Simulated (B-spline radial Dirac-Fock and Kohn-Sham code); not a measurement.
## Zr³⁺ 4p1/2: cross section and angular parameters

System: the Zr³⁺ ion, configuration [Kr] 4d1; threshold 66.82 eV (orbital energy of the model). These are calculated numbers from a B-spline atomic structure program; the model is Dirac-Hartree-Slater photoionisation with a Latter tail; cross sections with all multipoles, angular parameters from the dipole term and its interference with E2.

For linearly polarised light dσ/dΩ = σ/(4π) [1 + β P₂(cos θ) + (δ + γ cos²θ) sin θ cos φ], with θ from the polarisation vector and φ the angle between the beam and the projection of the electron momentum on the plane normal to the polarisation.

| hν (eV) | σ (kb) | β | γ | δ |
| --- | --- | --- | --- | --- |
| 80 | 194 | 0.182 | 0.338 | -0.042 |
| 82.7 | 180 | 0.051 | 0.299 | -0.037 |
| 88 | 158 | -0.133 | 0.201 | -0.025 |
| 88.8 | 155 | -0.151 | 0.185 | -0.023 |
| 97.9 | 137 | -0.224 | 0.043 | 0.000 |
| 135 | 114 | 0.310 | -0.026 | 0.033 |
| 227 | 82.1 | 1.168 | 0.189 | 0.015 |
| 239 | 78.3 | 1.218 | 0.193 | 0.012 |
| 268 | 70.3 | 1.316 | 0.190 | 0.009 |
| 300 | 62.7 | 1.397 | 0.177 | 0.006 |
| 1000 | 10.8 | 1.674 | -0.012 | 0.000 |
| 1240 | 7.22 | 1.662 | 0.029 | 0.001 |
| 1480 | 5.09 | 1.643 | 0.086 | 0.003 |
| 1486.9 | 5.05 | 1.643 | 0.088 | 0.003 |
| 1550 | 4.64 | 1.637 | 0.104 | 0.003 |
| 1600 | 4.34 | 1.633 | 0.118 | 0.003 |
| 2100 | 2.43 | 1.587 | 0.255 | 0.007 |
| 2150 | 2.30 | 1.582 | 0.269 | 0.008 |
| 2984.4 | ? | ? | ? | ? |
| 3350 | 0.812 | 1.477 | 0.574 | 0.021 |
| 3820 | 0.585 | 1.440 | 0.677 | 0.027 |
| 4750 | 0.333 | 1.372 | 0.858 | 0.040 |
| 5160 | 0.267 | 1.345 | 0.928 | 0.046 |
| 5910 | 0.185 | 1.298 | 1.044 | 0.057 |
| 6000 | 0.177 | 1.293 | 1.057 | 0.058 |
| 8047.8 | 0.0776 | 1.183 | 1.312 | 0.090 |
| 10900 | 0.0318 | 1.061 | 1.571 | 0.134 |
| 12000 | 0.0237 | 1.021 | 1.650 | 0.150 |

**Question.** Give the values at Ag Lα (2984.4 eV).

**Answer.** σ = 1.08 kb, β = 1.508, γ = 0.487, δ = 0.016.
